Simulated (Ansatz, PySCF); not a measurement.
Gas-phase reaction in SMILES: C/C=C(\C)CC + 6 [H][H] (H2) -> 6 C (CH4)
Each molecule is optimised on its own at B3LYP-D3(BJ)/def2-TZVP (Ansatz, a first-principles code), one conformer each, not searched for the lowest.

Quantity: energy of full hydrogenation (enthalpy at 298 K, with B3LYP-D3(BJ) rigid-rotor harmonic-oscillator terms from PySCF), in eV. Correlated levels leave the core frozen unless marked. Spin-orbit coupling is left out. Non-relativistic. CBS(X,Y): correlation extrapolated as X^-3; Hartree-Fock from the larger set.

CCSD(T)/CBS(cc-pVTZ,cc-pVQZ) (Ansatz) gives -4.05 eV.

Question: Another calculation gave -4.49 eV. Which level was it?
A. LC-wPBE/def2-TZVPD (Ansatz)
B. r2SCAN/def2-TZVPD (Ansatz)
C. r2SCAN0/def2-TZVPD (Ansatz)
D. BHLYP/def2-TZVPD (Ansatz)

Answer: A, LC-wPBE/def2-TZVPD (Ansatz). The others give -4.16 (r2SCAN), -4.69 (BHLYP), -4.36 (r2SCAN0) eV.
